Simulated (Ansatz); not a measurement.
`CNB(C)N` and `CB(N)Cl` differ in one atom or group.

Ansatz, PBE0-D4/def2-TZVP geometries, multiplicity 1. Each molecule was computed in one conformer, which needn't be the lowest.

| property | `CNB(C)N` |
| --- | --- |
| size of the dipole moment (PBE/def2-TZVPP) / D | 1.16 |
| LUMO energy (ωB97M-V/def2-TZVPP) / eV | 2.18 |
| HOMO energy (ωB97M-V/def2-TZVPP) / eV | -8.65 |
| HOMO–LUMO gap (PBE/def2-TZVPP) / eV | 5.12 |
| HOMO energy (PBE/def2-TZVPP) / eV | -4.96 |
| HOMO–LUMO gap (B3LYP/def2-TZVPP) / eV | 6.68 |

(1) What does the change do to each property? (An estimate is asked.)

Results:

(1) The calculation gave: 
```tsv
property	`CB(N)Cl`	shift
size of the dipole moment (PBE/def2-TZVPP) / D	2.54	1.38
LUMO energy (ωB97M-V/def2-TZVPP) / eV	1.99	-0.19
HOMO energy (ωB97M-V/def2-TZVPP) / eV	-10.53	-1.88
HOMO–LUMO gap (PBE/def2-TZVPP) / eV	6.53	1.41
HOMO energy (PBE/def2-TZVPP) / eV	-6.83	-1.87
HOMO–LUMO gap (B3LYP/def2-TZVPP) / eV	8.36	1.68
```

With PBE0 the HOMO falls by 1.91 eV and the LUMO falls by 0.21 eV, so the gap widens by about 1.70 eV. PBE moves the HOMO by -1.87 eV and ωB97M-V by -1.88 eV. Dipoles are sizes alone; their direction can turn.

B3LYP here is the variant with VWN-RPA as its local correlation; programs differ in this.
